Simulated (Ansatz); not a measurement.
Start from `C=CC(=C)Cl` and change one atom or group to get `C=C(Cl)[SiH2]S`.

Ansatz, PBE0-D4/def2-TZVP geometries, multiplicity 1. Each molecule was computed in one conformer, which needn't be the lowest.

| property | `C=CC(=C)Cl` |
| --- | --- |
| HOMO–LUMO gap (PBE/def2-TZVPP) / eV | 3.88 |
| LUMO energy (PBE/def2-TZVPP) / eV | -2.15 |
| size of the dipole moment (PBE/def2-TZVPP) / D | 1.33 |
| HOMO energy (ωB97M-V/def2-TZVPP) / eV | -9.14 |
| HOMO–LUMO gap (ωB97M-V/def2-TZVPP) / eV | 9.98 |
| HOMO–LUMO gap (PBE0/def2-TZVPP) / eV | 5.82 |

(1) What does the change do to each property? (An estimate is asked.)

Results:

(1) Ansatz gave: 
| property | `C=C(Cl)[SiH2]S` | shift |
| --- | --- | --- |
| HOMO–LUMO gap (PBE/def2-TZVPP) / eV | 4.44 | 0.56 |
| LUMO energy (PBE/def2-TZVPP) / eV | -1.95 | 0.20 |
| size of the dipole moment (PBE/def2-TZVPP) / D | 1.92 | 0.59 |
| HOMO energy (ωB97M-V/def2-TZVPP) / eV | -9.81 | -0.67 |
| HOMO–LUMO gap (ωB97M-V/def2-TZVPP) / eV | 10.86 | 0.88 |
| HOMO–LUMO gap (PBE0/def2-TZVPP) / eV | 6.60 | 0.78 |

With PBE0 the HOMO falls by 0.57 eV and the LUMO rises by 0.21 eV, so the gap widens by about 0.78 eV. PBE moves the HOMO by -0.36 eV and ωB97M-V by -0.67 eV. Dipoles are sizes alone; their direction can turn.
